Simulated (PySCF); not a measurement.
Candidates: GaF₂⁺, GaBr₂⁺, GaI₂⁺. Level: PBE0 in the def2-TZVP basis family, computed in PySCF with density fitting; scalar-relativistic core potentials for atoms from Rb on, none lighter, no spin–orbit coupling; open shells unrestricted.

One of them gave a singlet of D∞h symmetry with wavenumbers 90 (×2), 257, 473 cm⁻¹ and a HOMO–LUMO gap of 6.06 eV.

Question: Which molecule is it?
A. GaBr₂⁺
B. GaI₂⁺
C. GaF₂⁺

Answer: A. That is GaBr₂⁺, with Ga–Br 2.168 Å (×2). The others give GaF₂⁺ 1.661 Å and 931 cm⁻¹ for the highest mode; GaI₂⁺ 2.368 Å and 392 cm⁻¹ for the highest mode.

Each species is the lowest minimum found with this bonding; other isomers or fragments can lie lower.
